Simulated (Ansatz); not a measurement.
`C[Se][AlH][OH]` + `CC(=O)Cl` → `C[Se]C(C)=O` + `[OH][AlH][Cl]`  (formal exchange of groups at the Se–Al bond)

Computed with Ansatz on PBE0-D4/def2-TZVP structures; ΔE is electronic, products minus reactants. CBS: MP2 limit from def2 TZ/QZ plus the TZ coupled-cluster correction, frozen cores. This one scheme is used for every species. Functionals use def2-TZVPP. B3LYP here is the variant with VWN-RPA as its local correlation; programs differ in this. For Se outer-core shells are correlated without core-valence functions, which leaves a few kJ/mol of doubt a bond. Scalar relativity is left out up to krypton. One conformer a species, not always the lowest.

(1) Is it downhill or uphill in electronic energy at CCSD(T)/CBS, and by how much? (An estimate is asked.)

(2) What do these levels give: r2SCAN-D4, r2SCAN, PBE0, B3LYP, SCS-MP2/def2-QZVPP, HF/CBS(def2)? (An estimate is asked.)

Largest T1 diagnostic among the species: 0.014.

Answers

(1) Computed: Downhill: ΔE = -62.2 kJ/mol.

(2) Ansatz gave: r2SCAN-D4 -61.3, r2SCAN -60.6, PBE0 -54.8, B3LYP -59.7, SCS-MP2/def2-QZVPP -63.9, HF/CBS(def2) -62.5 kJ/mol.

The D4 term adds −3.0 kJ/mol with B3LYP and −1.7 kJ/mol with PBE0; it sums over pairs of atoms, weighted by their polarisabilities, and B3LYP, whose exchange is more repulsive, gets the larger term.
